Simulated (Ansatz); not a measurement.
Consider the isomerisation: `F[CH2][Al]1[CH2][CH]1F` → `C=C[CH2][Al]([F])[F]`.

Gas-phase electronic energies from Ansatz, PBE0-D4/def2-TZVP geometries. CCSD(T)/CBS adds triple-zeta CCSD(T) − MP2 to the extrapolated MP2 energy (def2 sets, frozen cores). Functionals use def2-TZVPP. Each species was taken in one conformer, which may not be the lowest.

`F[CH2][Al]1[CH2][CH]1F`:

Cartesian coordinates in Å:
```
F 0.925 2.113 2.077
C 1.463 1.037 1.376
Al 0.101 0.114 0.278
C -0.316 -1.126 -1.123
C -1.546 -0.358 -0.593
F -2.319 0.294 -1.534
H 2.279 1.412 0.746
H 1.917 0.351 2.101
H 0.087 -0.624 -2.014
H -0.398 -2.195 -1.307
H -2.194 -1.016 -0.007
```

`C=C[CH2][Al]([F])[F]`:

Z-matrix (Å, degrees):
```
C
C 1 1.492
Al 1 2.319 2 56.2
C 1 1.343 2 125.0 3 -65.3
H 1 1.088 2 116.5 3 104.7
H 2 1.085 1 113.8 3 -121.0
H 2 1.091 1 113.3 3 110.1
F 3 1.645 1 108.4 2 118.4
F 3 1.646 1 120.1 2 -102.2
H 4 1.087 1 121.8 2 -9.8
H 4 1.082 1 121.1 2 172.9
```

| species | ωB97X-V energy (Eh) |
| --- | --- |
| `F[CH2][Al]1[CH2][CH]1F` | -559.35274 |
| `C=C[CH2][Al]([F])[F]` | -559.58465 |

**Question.** Work out ΔE.

**Answer.** ΔE = (-559.58465) − (-559.35274) = -0.23191 Eh = -608.9 kJ/mol. CCSD(T)/CBS gives -640.6 kJ/mol.

Largest T1 diagnostic among the species: 0.013.

From PBE to PBE0 (25 % exact exchange), in def2-TZVPP and without D4, ΔE moves by −18.4 kJ/mol. The D4 term adds −5.8 kJ/mol with B3LYP and −3.1 kJ/mol with PBE0; it sums over pairs of atoms, weighted by their polarisabilities, and B3LYP, whose exchange is more repulsive, gets the larger term.

B3LYP here is the variant with VWN-RPA as its local correlation; programs differ in this.
